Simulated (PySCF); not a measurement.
PySCF 2.14 calculation with structure optimised with GFN2-xTB and shielding tensors at PBE0/pcSseg-1 (GIAO); equivalent nuclei averaged, isolated molecule, non-relativistic Hamiltonian, one conformer.

Referencing at the same level of theory: ¹H (σref 31.72), ¹³C (σref 186.93) vs TMS. Shifts are as computed. Against solution values, carbons near 30 ppm lie about +3 ppm off and those near 130 ppm about +5 ppm. Of 1211 compounds with measured shifts, 218 miss one by over three times the rms of a fit or turn the order of signals round; such compounds aren't used in these exercises.

Problem. Order these molecules by the shift of their most shielded carbon, lowest δ first.
A. C#CC1=C[SiH2]C=C1F
B. C#CCn1nccc1F
C. C#CC1=CC=C(F)[SiH2]1

Solution. B (40.8 ppm, propargylic sp3 CH2 bonded to N), A (82.5 ppm, alkyne carbon), C (87.6 ppm, alkyne carbon).

Problem. How many ¹³C and ¹H signals does each give (equivalence by symmetry and fast rotation, but not about amide C–N or C=N bonds)? `C#CC1=C[SiH2]C=C1F`, `C#CC1=C(F)[SiH2]C=C1`, `C#C/C=C(/C#C)[SiH2]F`, `C#CCn1nccc1F`, `C#CC1=CC=C(F)[SiH2]1`

Solution. C#CC1=C[SiH2]C=C1F: 6 C, 4 H; C#CC1=C(F)[SiH2]C=C1: 6 C, 4 H; C#C/C=C(/C#C)[SiH2]F: 6 C, 4 H; C#CCn1nccc1F: 6 C, 4 H; C#CC1=CC=C(F)[SiH2]1: 6 C, 4 H.
